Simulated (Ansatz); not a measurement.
Consider the redistribution: `CC(C)B(O)O` + `CCS[SiH2]Cl` → `CCSB(O)O` + `CC(C)[SiH2]Cl`.

Program: Ansatz. Geometries: PBE0-D4/def2-TZVP. ΔE: electronic, gas phase. CCSD(T)/CBS is the MP2 limit (def2-TZVPP, def2-QZVPP) plus CCSD(T) − MP2 in def2-TZVPP, frozen cores. DFT in def2-TZVPP. One conformer a species, not always the lowest.

Task: Is it downhill or uphill in electronic energy at CCSD(T)/CBS, and by how much? (Estimate.)

Result: Computed: Nearly level: ΔE = +0.3 kcal/mol.

Task: What do these levels give: PBE-D4, PBE0-D4, MP2/def2-TZVPP, SCS-MP2/def2-TZVPP, CCSD(T)/def2-TZVPP, SCS-MP2/def2-QZVPP? (Best estimate.)

Result: Computed: PBE-D4 0.2, PBE0-D4 0.1, MP2/def2-TZVPP -0.6, SCS-MP2/def2-TZVPP -0.4, CCSD(T)/def2-TZVPP -0.2, SCS-MP2/def2-QZVPP -0.1 kcal/mol.

Largest T1 diagnostic among the species: 0.012.
